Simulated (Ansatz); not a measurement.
H$_{6}$ClInSi$_{2}$ (SMILES [SiH3][In]([SiH3])[Cl]), singlet, at a GFN2-xTB geometry (such geometries of metal compounds can be far from the true shape) (all electrons, no relativity), with bond 9-7 at 1.4 times its length; CASSCF(4,3)/STO-3G run with Ansatz (a quantum-chemistry and plane-wave program).

Ansatz was given this input:
Ansatz 0.2 input:
```yaml
crystal:
  periodic: [false, false, false]
  atoms:
    - {symbol: In, position_ang: [-0.04004391, -0.02002856, 0.00796328]}
    - {symbol: Cl, position_ang: [-2.12149705, -1.04641667, 0.45327035]}
    - {symbol: Si, position_ang: [-0.00440108, 2.15918660, -1.46592261]}
    - {symbol: H, position_ang: [1.16553180, 1.99308766, -2.35262872]}
    - {symbol: H, position_ang: [0.30546039, 3.30752844, -0.59004446]}
    - {symbol: H, position_ang: [-1.15855857, 2.51632431, -2.30562013]}
    - {symbol: Si, position_ang: [2.13493211, -1.10755576, 1.01230665]}
    - {symbol: H, position_ang: [2.96650904, 0.04219321, 1.42353620]}
    - {symbol: H, position_ang: [3.16934629, -2.04997811, -0.51008009]}
    - {symbol: H, position_ang: [2.04742503, -2.03076754, 2.15469604]}
basis:
  gaussian:
    orbitals: STO-3G
hamiltonian:
  xc: hf
magnetization: {spin_polarized: false}
correlation: {active_space: {window: {electrons: 4, orbitals: 3}}}
```

Output, abridged:

```
Functional definition: HF
732 factors; integrals over basis functions are off by at most 6.1e-5 eV
mean field evaluation 1: about -182645.3108 eV, gradient 1.7e1 eV
mean field evaluation 2: about -182645.3418 eV, gradient 1.7e1 eV
mean field evaluation 4: about -182647.4585 eV, gradient 1.2e0 eV
mean field evaluation 8: about -182647.4707 eV, gradient 2.1e-2 eV
mean field -182647.47067436 eV, -6712.1707443804 hartree, gradient 2.1e-6 eV, S^2 0.000000; 0 other end points of the search recorded, 0 dependent functions left out
reference -182647.47067436 eV, -6712.1707443804 hartree; 50, 50 occupied and 10, 10 virtual orbitals, 732 factors
state -182648.67641672 eV, -6712.2150545950 hartree
Total energy: -182648.67641672 eV, -6712.2150545950 hartree
```
